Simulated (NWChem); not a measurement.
BeNH3Se; SMILES [NH2][Be][SeH]

```xyz
6

Be     0.0071    -1.1788     0.0000
N      0.0184    -2.6750     0.0000
H      0.0205    -3.2642    -0.8265
H      0.0205    -3.2642     0.8265
Se     0.0364     0.8546     0.0000
H     -1.4349     0.9131     0.0000
```
Atoms are numbered in this order, from 1.

All runs: NWChem. Pople sets run with spherical d functions. Structure relaxed at the PBE0/def2-SVP level.

For level PBE0/6-31G*:

```yaml
highest occupied level (eV): -6.87
orbital gap (eV): 7.44
```

How do the values read with level PBE0/STO-3G instead?


| Property | Value |
|---|---|
| highest occupied level (eV) | -4.60 |
| orbital gap (eV) | 7.94 |
